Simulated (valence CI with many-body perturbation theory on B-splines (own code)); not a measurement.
# Rh¹²⁺: electric-dipole lines

Method: relativistic CI+MBPT: five valence electrons over a frozen Dirac-Fock core [Ar] 3d10, radial functions for each j: 11 s, 11 p, 10 d, 8 f, 5 g, 2 h, with the one-electron correlation potential Σ1 (screened to all orders), the two-electron term Σ2, the three-electron term Σ3, Breit, model QED; selected single and double excitations, second order for the rest, scaled by the run's own slope (own B-spline code, finite nucleus).

No measured spectrum was set against this ion. As an estimate, levels hold to about 250 cm⁻¹ or 0.2 % of their energy and the worst to 1 %, as in measured heavy ions of charge 2 to 7; those with d or f electrons hold less well. Among the levels kept, up to 2500 cm⁻¹ of a level comes from second order outside the variational space, and about a tenth of that is noise between levels of different J, which matters for small intervals.

Lines 1 to 50 of 570 in falling wavelength, among levels below 1030900 cm⁻¹, chosen from the strongest by gf and those to the six lowest levels. Wavelengths and rates use the calculated energies, so an error of 900 cm⁻¹ moves a line at 93.78 nm by 0.84 % and its rate by three times that or more. Electric multipoles are in the length gauge, E1 and E2 with the static RPA response of the core. Weak lines are less certain than strong ones. Lines between different terms over intervals too small for the method are left out, as are lines whose strength nearly cancels. Where a level lies close to another of its J and parity, the split of strength between their lines is uncertain. The highest levels of a list are the least certain.

Names give the largest LS component (configuration and term), which can be under half, so a name can repeat, a term be missing and a line seem to break the LS rules; names also repeat where a configuration has a term twice. Letters in brackets count levels of one name in rising energy.

| λ vac (nm) | Upper | Lower | A (s⁻¹) | S (a.u.) with core polarisation | S without |
| --- | --- | --- | --- | --- | --- |
| 93.78 | 4s2.4p2.5p 4D°_1/2 | 4s2.4p2.5s 4P_1/2 | 1.09e+09 | 8.88e-01 | 9.00e-01 |
| 48.18 | 4s.4p4 4P_3/2 | 4s2.4p3 2P°_3/2 | 1.00e+08 | 2.21e-02 | 2.44e-02 |
| 42.58 | 4s.4p4 4P_5/2 | 4s2.4p3 2D°_5/2 | 2.48e+08 | 5.68e-02 | 6.26e-02 |
| 41.71 | 4s.4p3.4d 4G°_11/2 | 4s2.4p2.4d 2G_9/2 | 4.88e+08 | 2.10e-01 | 2.32e-01 |
| 41.43 | 4s.4p4 4P_1/2 | 4s2.4p3 2P°_1/2 | 3.17e+08 | 2.22e-02 | 2.45e-02 |
| 40.39 | 4p5 2P°_3/2 | 4s.4p4 2P_3/2 | 3.74e+09 | 4.86e-01 | 5.37e-01 |
| 40.30 | 4s.4p4 4P_5/2 | 4s2.4p3 2D°_3/2 | 5.45e+08 | 1.06e-01 | 1.16e-01 |
| 40.20 | 4p5 2P°_1/2 | 4s.4p4 2P_1/2 | 3.79e+09 | 2.43e-01 | 2.69e-01 |
| 40.18 | 4s.4p3.4d 2F°_7/2 [b] | 4s2.4p2.4d 2D_5/2 [d] | 7.06e+08 | 1.81e-01 | 2.00e-01 |
| 40.12 | 4s.4p4 2D_3/2 | 4s2.4p3 2P°_3/2 | 4.69e+07 | 5.98e-03 | 6.55e-03 |
| 38.64 | 4s.4p4 2D_5/2 | 4s2.4p3 2P°_3/2 | 1.33e+09 | 2.27e-01 | 2.51e-01 |
| 38.59 | 4s.4p4 4P_3/2 | 4s2.4p3 2D°_5/2 | 1.45e+08 | 1.64e-02 | 1.81e-02 |
| 36.79 | 4s.4p3.4d 4F°_9/2 [a] | 4s2.4p2.4d 4F_9/2 | 8.17e+08 | 2.01e-01 | 2.21e-01 |
| 36.03 | 4s.4p4 2D_3/2 | 4s2.4p3 2P°_1/2 | 4.03e+08 | 3.72e-02 | 4.11e-02 |
| 35.98 | 4s.4p4 4P_1/2 | 4s2.4p3 2D°_3/2 | 1.90e+08 | 8.73e-03 | 9.63e-03 |
| 35.37 | 4s.4p3.4d 4F°_3/2 [a] | 4s2.4p2.4d 4F_3/2 | 2.23e+09 | 1.95e-01 | 2.14e-01 |
| 35.21 | 4s.4p4 4P_5/2 | 4s2.4p3 4S°_3/2 | 2.63e+09 | 3.40e-01 | 3.74e-01 |
| 35.02 | 4s.4p3.4d 4F°_9/2 [a] | 4s2.4p2.4d 4F_7/2 | 9.66e+08 | 2.05e-01 | 2.27e-01 |
| 34.98 | 4p5 2P°_1/2 | 4s.4p4 2P_3/2 | 5.76e+09 | 2.44e-01 | 2.69e-01 |
| 34.60 | 4s.4p3.4d 4G°_11/2 | 4s2.4p2.4d 4F_9/2 | 3.07e+09 | 7.53e-01 | 8.34e-01 |
| 34.45 | 4p5 2P°_3/2 | 4s.4p4 2D_5/2 | 7.20e+09 | 5.81e-01 | 6.40e-01 |
| 33.91 | 4s.4p3.4d 4G°_9/2 | 4s2.4p2.4d 4F_7/2 | 3.03e+09 | 5.83e-01 | 6.46e-01 |
| 33.58 | 4s.4p3.4d 2F°_7/2 [a] | 4s2.4p2.4d 4P_5/2 | 1.36e+09 | 2.03e-01 | 2.26e-01 |
| 33.35 | 4p5 2P°_3/2 | 4s.4p4 2D_3/2 | 2.96e+09 | 2.17e-01 | 2.39e-01 |
| 33.27 | 4s.4p3.4d 4F°_5/2 [b] | 4s2.4p2.4d 2P_3/2 [a] | 1.39e+09 | 1.52e-01 | 1.68e-01 |
| 33.24 | 4s.4p4 2D_3/2 | 4s2.4p3 2D°_5/2 | 1.51e+08 | 1.09e-02 | 1.20e-02 |
| 33.18 | 4s.4p3.4d 2G°_9/2 [a] | 4s2.4p2.4d 4F_9/2 | 1.21e+09 | 2.18e-01 | 2.41e-01 |
| 33.17 | 4s.4p4 2P_3/2 | 4s2.4p3 2P°_3/2 | 1.71e+09 | 1.23e-01 | 1.36e-01 |
| 33.14 | 4s.4p3.4d 4S°_3/2 | 4s2.4p2.4d 4P_5/2 | 3.08e+09 | 2.22e-01 | 2.44e-01 |
| 33.04 | 4s.4p3.4d 4F°_9/2 [b] | 4s2.4p2.4d 2G_7/2 [a] | 1.31e+09 | 2.33e-01 | 2.57e-01 |
| 32.61 | 4s.4p3.4d 4D°_7/2 [c] | 4s2.4p2.4d 4P_5/2 | 1.34e+09 | 1.83e-01 | 2.03e-01 |
| 32.56 | 4s.4p3.4d 4G°_7/2 | 4s2.4p2.4d 4F_5/2 | 3.77e+09 | 5.14e-01 | 5.70e-01 |
| 32.43 | 4s.4p4 4P_3/2 | 4s2.4p3 4S°_3/2 | 4.65e+09 | 3.13e-01 | 3.45e-01 |
| 32.42 | 4s.4p3.4d 2G°_9/2 [a] | 4s2.4p2.4d 2F_7/2 [a] | 2.10e+09 | 3.53e-01 | 3.91e-01 |
| 32.32 | 4s.4p3.4d 4D°_7/2 [c] | 4s2.4p2.4d 2G_7/2 [b] | 1.51e+09 | 2.01e-01 | 2.22e-01 |
| 32.32 | 4s.4p3.4d 2F°_7/2 [c] | 4s2.4p2.4d 2F_7/2 [b] | 4.26e+09 | 5.68e-01 | 6.27e-01 |
| 32.22 | 4s.4p4 2D_5/2 | 4s2.4p3 2D°_5/2 | 5.99e+09 | 5.94e-01 | 6.54e-01 |
| 32.21 | 4s.4p3.4d 2F°_5/2 [a] | 4s2.4p2.4d 2D_3/2 [a] | 1.55e+09 | 1.53e-01 | 1.69e-01 |
| 31.86 | 4s.4p4 4P_1/2 | 4s2.4p3 4S°_3/2 | 4.85e+09 | 1.55e-01 | 1.70e-01 |
| 31.86 | 4s.4p3.4d 4P°_5/2 [a] | 4s2.4p2.4d 4D_5/2 | 1.78e+09 | 1.71e-01 | 1.89e-01 |
| 31.84 | 4s.4p3.4d 4G°_5/2 | 4s2.4p2.4d 4F_3/2 | 4.09e+09 | 3.91e-01 | 4.33e-01 |
| 31.83 | 4s.4p4 2D_3/2 | 4s2.4p3 2D°_3/2 | 8.60e+09 | 5.48e-01 | 6.03e-01 |
| 31.78 | 4s.4p3.4d 4F°_7/2 [b] | 4s2.4p2.4d 4D_5/2 | 1.30e+09 | 1.65e-01 | 1.82e-01 |
| 31.65 | 4s.4p3.4d 2G°_7/2 [a] | 4s2.4p2.4d 2F_5/2 | 2.10e+09 | 2.63e-01 | 2.90e-01 |
| 31.39 | 4s.4p3.4d 2F°_5/2 [c] | 4s2.4p2.4d 2D_5/2 [c] | 2.13e+09 | 1.95e-01 | 2.17e-01 |
| 31.23 | 4s.4p3.4d 2G°_9/2 [b] | 4s2.4p2.4d 2G_9/2 | 1.05e+10 | 1.57e+00 | 1.74e+00 |
| 31.08 | 4s.4p3.4d 2D°_3/2 [d] | 4s2.4p2.4d 2D_5/2 [b] | 3.09e+09 | 1.83e-01 | 2.02e-01 |
| 31.00 | 4s.4p3.4d 2D°_5/2 [d] | 4s2.4p2.4d 2P_3/2 [b] | 2.22e+09 | 1.96e-01 | 2.18e-01 |
| 30.97 | 4s.4p3.4d 2F°_5/2 [c] | 4s2.4p2.4d 2D_5/2 [b] | 3.29e+09 | 2.89e-01 | 3.20e-01 |
| 30.96 | 4s.4p4 2S_1/2 | 4s2.4p3 2P°_1/2 | 8.61e+09 | 2.52e-01 | 2.78e-01 |
